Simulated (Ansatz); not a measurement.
This geometry of a periodic cell of 31 atoms, TiAl30 (host Al, host structure fcc, dopant Ti, one Al atom removed) is a first-order saddle point.

Method: DFT PBE, scalar-relativistic, plane waves, PAW (Ansatz). Settings: PAW set soft_1, cutoff 420 eV, k mesh 3x3x3, fermi-dirac smearing 0.15 eV, no spin polarisation.

```xyz
31
Lattice="8.1000 0.0000 0.0000 0.0000 8.1000 0.0000 0.0000 0.0000 8.1000" Properties=species:S:1:pos:R:3
Al 4.050 0.001 0.003
Al 6.155 2.021 0.038
Al 6.159 0.044 2.018
Al 0.000 -0.013 -0.018
Al 1.946 2.021 0.039
Al 4.050 4.045 -0.070
Al 6.063 6.089 -0.011
Al 1.942 0.044 2.019
Al 4.050 1.963 1.962
Al 5.887 4.093 1.984
Al 4.051 -0.072 4.041
Al 5.883 1.983 4.094
Al 6.059 -0.011 6.089
Al 0.000 4.014 0.108
Al 2.037 6.089 -0.011
Al 2.213 4.093 1.985
Al 4.050 6.148 2.033
Al 0.000 0.106 4.016
Al 2.219 1.983 4.095
Al 4.050 4.116 4.114
Al 6.155 6.039 4.056
Al 2.042 -0.012 6.089
Al 4.051 2.037 6.150
Al 6.159 4.059 6.034
Al 0.000 5.970 2.063
Ti -0.001 3.033 3.044
Al 1.946 6.039 4.056
Al 0.000 2.061 5.972
Al 1.942 4.059 6.034
Al 4.050 6.075 6.076
Al 0.000 6.096 6.091
```

Which two structures does it join? (They come from a converged band through this point; their orientation in space is the band's.)

Contacts lost: Al21–Ti26, Al24–Ti26, Al25–Ti26, Ti26–Al27, Ti26–Al28, Ti26–Al29, Ti26–Al31. Contacts made: Al2–Ti26, Al3–Ti26, Al4–Ti26, Al5–Ti26, Al8–Ti26, Al14–Ti26, Al18–Ti26. The atom that moves furthest is Ti26, by 2.96 Å.

Image 0:

```xyz
31
Lattice="8.1000 0.0000 0.0000 0.0000 8.1000 0.0000 0.0000 0.0000 8.1000" Properties=species:S:1:pos:R:3
Al 4.052 -0.018 -0.019
Al 6.088 2.009 0.015
Al 6.088 0.015 2.008
Al 0.000 0.026 0.025
Al 2.014 2.008 0.016
Al 4.050 4.051 0.017
Al 6.079 6.064 0.005
Al 2.015 0.016 2.007
Al 4.052 2.022 2.020
Al 6.108 4.016 2.046
Al 4.050 0.018 4.049
Al 6.108 2.047 4.015
Al 6.079 0.008 6.063
Al 0.001 4.006 0.068
Al 2.023 6.065 0.008
Al 1.993 4.016 2.047
Al 4.051 6.064 2.034
Al 0.001 0.070 4.004
Al 1.992 2.048 4.013
Al 4.050 4.052 4.051
Al 6.075 6.076 4.057
Al 2.023 0.008 6.064
Al 4.050 2.035 6.063
Al 6.075 4.056 6.075
Al 0.001 6.067 2.050
Ti -0.001 4.085 4.084
Al 2.025 6.076 4.055
Al 0.001 2.051 6.065
Al 2.025 4.057 6.075
Al 4.050 6.074 6.072
Al 0.003 6.091 6.089
```

Image 6:

```xyz
31
Lattice="8.1000 0.0000 0.0000 0.0000 8.1000 0.0000 0.0000 0.0000 8.1000" Properties=species:S:1:pos:R:3
Al 4.050 0.005 0.005
Al 6.074 2.022 0.003
Al 6.074 0.003 2.022
Al 0.000 -0.013 -0.013
Al 2.026 2.022 0.003
Al 4.050 4.043 0.013
Al 6.078 6.071 0.012
Al 2.026 0.003 2.022
Al 4.050 2.028 2.028
Al 6.110 4.032 2.064
Al 4.050 0.013 4.043
Al 6.110 2.064 4.032
Al 6.078 0.012 6.071
Al 0.000 4.029 0.013
Al 2.022 6.071 0.012
Al 1.990 4.032 2.064
Al 4.050 6.060 2.027
Al 0.000 0.013 4.029
Al 1.990 2.064 4.032
Al 4.050 4.057 4.057
Al 6.089 6.061 4.069
Al 2.022 0.012 6.071
Al 4.050 2.027 6.060
Al 6.089 4.069 6.061
Al 0.000 6.015 2.070
Ti 0.000 1.993 1.993
Al 2.011 6.061 4.069
Al 0.000 2.070 6.015
Al 2.011 4.069 6.061
Al 4.050 6.095 6.095
Al 0.000 6.051 6.051
```

How far does it lie above each of them?

1.13 eV above the first and 1.13 eV above the second. This is the barrier of this one path; another mechanism may lie lower. Limits of this set-up: coarse k mesh.

The run took 25 min on 4 threads of Intel(R) Xeon(R) Processor @ 2.50GHz (Skylake/Cascade Lake), with other jobs on the host, peak memory 4.6 GiB.
